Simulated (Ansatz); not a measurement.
Input file for Ansatz (a first-principles code): R-CCSD(T)/def2-TZVPPD on Cl2Hg (SMILES [Cl][Hg][Cl]), atoms moved off the minimum. Elements past Kr take the def2 small-core potentials; no spin–orbit coupling. Files ending in .json are basis or fitting sets from the Basis Set Exchange.

Ansatz 0.2 input:
```yaml
crystal:
  periodic: [false, false, false]
  atoms:
    - {symbol: Hg, position_ang: [0.04134073, -0.02364997, 0.02284969]}
    - {symbol: Cl, position_ang: [-0.04262598, 0.02819481, -2.28120271]}
    - {symbol: Cl, position_ang: [0.05177355, 0.00703463, 2.35016686]}
basis:
  gaussian:
    orbitals: def2-TZVPPD.json
magnetization: {spin_polarized: false}
correlation: {method: ccsd_t, electrons: outside_noble_gas}
scf: {lower_state_search: off}
output: {forces: true}
```

Program output:

```
WARN ansatz: RAYON_NUM_THREADS=4 ignored (pool sized by the plan → 4); use --threads N
Functional definition: HF
these checks for a lower state are left out or cut short: starts, cluster_reference, orbital_swaps, neighbouring_geometries, increment
integrals: 0.45 GiB planned
1012 factors; integrals over basis functions are off by at most 7.1e-4 eV
mean field: 0.58 GiB planned
mean field evaluation 1: about -29158.4198 eV, gradient 2.4e1 eV
mean field evaluation 2: about -29158.7504 eV, gradient 2.4e1 eV
mean field evaluation 4: about -29160.3263 eV, gradient 1.6e0 eV
mean field evaluation 8: about -29160.3440 eV, gradient 2.4e-1 eV
mean field -29160.34417179 eV, -1071.6228827220 hartree, gradient 4.3e-6 eV, S^2 0.000000; 0 other end points of the search recorded, 0 dependent functions left out
14 core orbitals not correlated
reference -29160.34417179 eV, -1071.6228827220 hartree; 13, 13 occupied and 137, 137 virtual orbitals, 1012 factors
densities: 2.26 GiB planned
second order -21.91243054 eV of doubles, -0.00000000 eV of singles
coupled cluster: 1.27 GiB planned
cycle   1  -21.20387627 eV  change    7.1e-1 eV  update   1.1e-1
cycle   2  -21.69493606 eV  change   -4.9e-1 eV  update   3.1e-2
cycle   3  -21.80809719 eV  change   -1.1e-1 eV  update   2.0e-2
cycle   4  -21.77615102 eV  change    3.2e-2 eV  update   7.0e-3
cycle   5  -21.77234921 eV  change    3.8e-3 eV  update   2.8e-3
cycle   6  -21.77447646 eV  change   -2.1e-3 eV  update   7.2e-4
cycle   7  -21.77405761 eV  change    4.2e-4 eV  update   2.5e-4
cycle   8  -21.77408057 eV  change   -2.3e-5 eV  update   7.5e-5
cycle   9  -21.77415402 eV  change   -7.3e-5 eV  update   2.8e-5
cycle  10  -21.77414661 eV  change    7.4e-6 eV  update   7.1e-6
cycle  11  -21.77413980 eV  change    6.8e-6 eV  update   2.5e-6
perturbative correction -0.94817984 eV, -0.0348449664 hartree
the calculation of the forces begins
mean field evaluation 16: about -29159.8482 eV, gradient 2.2e0 eV
Total energy: -29183.06649143 eV, -1072.4579125670 hartree
Atom 0 at     0.041341    -0.023650     0.022850 Å, force    -0.079600     0.093884     0.275106 eV/Å
Atom 1 at    -0.042626     0.028195    -2.281203 Å, force     0.053066    -0.048145     0.610631 eV/Å
Atom 2 at     0.051774     0.007035     2.350167 Å, force     0.026534    -0.045739    -0.885737 eV/Å
Dipole moment:     0.019562    -0.022185    -0.018836 e Å
Checks for a lower state left out: starts, cluster_reference, orbital_swaps, neighbouring_geometries, increment
```

The run converged.

Cost: around 8 core-minutes (rough).
